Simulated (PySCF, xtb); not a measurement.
H7Si3, SMILES [SiH2][SiH2][SiH3], multiplicity 2.

Harmonic wavenumbers (cm⁻¹) from GFN2-xTB (xtb 6.7.1) at its own minimum, in rising order: 15, 83, 107, 332, 356, 369, 413, 442, 454, 529, 550, 633, 790, 816, 820, 829, 859, 2055, 2117, 2218, 2221, 2233, 2237, 2243.

**Question.** What does PBE0-D3(BJ)/def2-SVP (PySCF) give at its own minimum? (Estimate from the structure and the level; the computed values follow.)

**Answer.** 81, 92, 107, 324, 395, 417, 429, 468, 546, 573, 681, 704, 865, 893, 917, 933, 936, 2188, 2205, 2214, 2220, 2229, 2233, 2234. Paired by order, the mean absolute difference is 51 cm⁻¹ and the zero-point energies are 33.9 and 35.6 kcal/mol.
